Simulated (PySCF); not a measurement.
MZn for M along group 15

r²SCAN with double-zeta basis sets in PySCF, for the lowest determinant that a PBE0 search found; no spin–orbit coupling. De refers to high-spin ground-configuration atoms. A positive dipole means M(−)Zn(+).

```json
{"M": "N", "basis": "x2c-SVPall", "state (unpaired electrons)": "quartet (σ ↑, π ↑↑)", "Re (Å)": "2.071", "ωe (cm⁻¹)": "317", "De (eV)": "0.35", "μ (D)": "1.19"}
{"M": "P", "basis": "def2-SVP", "state (unpaired electrons)": "quartet (σ ↑, π ↑↑)", "Re (Å)": "2.415", "ωe (cm⁻¹)": "237", "De (eV)": "0.63", "μ (D)": "1.45"}
{"M": "As", "basis": "cc-pVDZ-PP", "state (unpaired electrons)": "quartet (σ ↑, π ↑↑)", "Re (Å)": "2.490", "ωe (cm⁻¹)": "178", "De (eV)": "0.53", "μ (D)": "0.32"}
{"M": "Sb", "basis": "def2-SVP", "state (unpaired electrons)": "quartet (σ ↑, π ↑↑)", "Re (Å)": "2.726", "ωe (cm⁻¹)": "142", "De (eV)": "0.50", "μ (D)": "1.08"}
{"M": "Bi", "basis": "def2-SVP", "state (unpaired electrons)": "quartet (σ ↑, π ↑↑)", "Re (Å)": "2.839", "ωe (cm⁻¹)": "118", "De (eV)": "0.43", "μ (D)": "0.72"}
```

Question: By what factor does the well depth vary along the series?

Answer: At r²SCAN it runs from 0.35 eV (ZnN) to 0.63 eV (ZnP), a factor of 1.80.

The rows differ in basis set, which adds steps of its own.

Down a group the atoms grow and get heavier, so bonds lengthen and wavenumbers fall; this series shows no clear exception.

Weak bonds: ZnBi, ZnN. Basis-set superposition, not corrected here, can be much of De in a small basis, most of all at correlated wavefunction levels. Functionals without a dispersion term scatter widely for such bonds, and LDA overbinds them. Spin–orbit coupling is left out, which matters for elements this heavy, above all for dissociation energies. States were picked by a PBE0 search and need not be the measured ground states.
